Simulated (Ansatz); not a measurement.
Born–Oppenheimer molecular dynamics of C3H9NSi (14 atoms, charge 0, multiplicity 1). It starts from a relaxed structure.

Computed with RKS BLYP/6-31G (Ansatz).

| Quantity | Value |
| --- | --- |
| ensemble | NVT, Langevin thermostat |
| time step | 0.5 fs |
| steps asked | 273 |
| set temperature | 300 K |
| friction | 0.01 /fs |
| seed | 539202 |

First frame:

```xyz
14
Properties=species:S:1:pos:R:3
C 0.996 1.274 -1.354
C 0.549 0.872 -0.129
N 1.282 1.039 1.058
Si -1.114 -0.090 0.042
C -0.866 -1.996 0.235
H 0.415 1.089 -2.259
H 1.957 1.784 -1.489
H 2.186 1.508 1.034
H 0.829 0.981 1.963
H -1.965 0.209 -1.169
H -1.829 0.433 1.278
H -0.231 -2.221 1.108
H -0.380 -2.414 -0.662
H -1.840 -2.497 0.372
```

Problem. How far do the bonds stretch over the last three quarters of this one trajectory? (Pairs bonded in most of those frames.)

Solution. 
| bond | mean (Å) | spread (Å) | shortest | longest |
| --- | --- | --- | --- | --- |
| C1–C2 | 1.367 | 0.014 | 1.34 | 1.40 |
| C1–H6 | 1.093 | 0.021 | 1.05 | 1.15 |
| C1–H7 | 1.099 | 0.020 | 1.06 | 1.14 |
| C2–N3 | 1.411 | 0.013 | 1.39 | 1.44 |
| C2–Si4 | 1.942 | 0.016 | 1.91 | 1.98 |
| N3–H8 | 1.020 | 0.021 | 0.98 | 1.06 |
| N3–H9 | 1.018 | 0.028 | 0.97 | 1.07 |
| Si4–C5 | 1.951 | 0.019 | 1.91 | 1.98 |
| Si4–H10 | 1.515 | 0.028 | 1.46 | 1.57 |
| Si4–H11 | 1.525 | 0.018 | 1.49 | 1.56 |
| C5–H12 | 1.105 | 0.020 | 1.06 | 1.15 |
| C5–H13 | 1.105 | 0.016 | 1.07 | 1.14 |
| C5–H14 | 1.105 | 0.016 | 1.07 | 1.14 |

Mean temperature of the second half: 257 K. The mean temperature of the second half is 14 % below the set value. A run of 0.14 ps of so small a system gives no equilibrium averages. Limits of this set-up: no polarisation functions.

Time of the run: 19 min on 1 CPU thread of a shared host.
